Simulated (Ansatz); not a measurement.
The same molecule with X = Li, Na, K. Ansatz, PBE0-D4/def2-TZVP geometries, multiplicity 1.

Outer-core shells of K, Li, Na are correlated without core-valence functions. Scalar relativity is left out up to krypton.

| X | molecule | vertical ionisation energy (CCSD(T)/def2-TZVPP) / eV | mean X–Cl bond length / Å | zero-point energy (PBE0-D4/def2-TZVP) / kJ/mol | size of the dipole moment (ωB97M-V/def2-TZVPP) / D | size of the dipole moment (B3LYP/def2-TZVPP) / D |
| --- | --- | --- | --- | --- | --- | --- |
| Li | `[Li][Cl]` | 9.82 | 2.014 | 3.9 | 6.92 | 6.85 |
| Na | `[Na][Cl]` | 9.03 | 2.358 | 2.2 | 8.71 | 8.57 |

(1) Give the row for X = K, `[Cl][K]`. (Estimate.)

Answers

(1) Computed: 
```json
{"X": "K", "molecule": "`[Cl][K]`", "vertical ionisation energy (CCSD(T)/def2-TZVPP) / eV": "8.47", "mean X–Cl bond length / Å": "2.684", "zero-point energy (PBE0-D4/def2-TZVP) / kJ/mol": "1.7", "size of the dipole moment (ωB97M-V/def2-TZVPP) / D": "10.24", "size of the dipole moment (B3LYP/def2-TZVPP) / D": "10.06"}
```

From Li to K the vertical ionisation energy (CCSD(T)/def2-TZVPP) falls at each step, by 1.35 eV in all; the mean X–Cl bond length rises at each step, by 0.670 Å in all; the zero-point energy (PBE0-D4/def2-TZVP) falls at each step, by 2.2 kJ/mol in all. Bonds lengthen as the atom grows down the group. Dipoles are sizes alone, and their direction can turn along the series.

B3LYP here is the variant with VWN-RPA as its local correlation; programs differ in this.
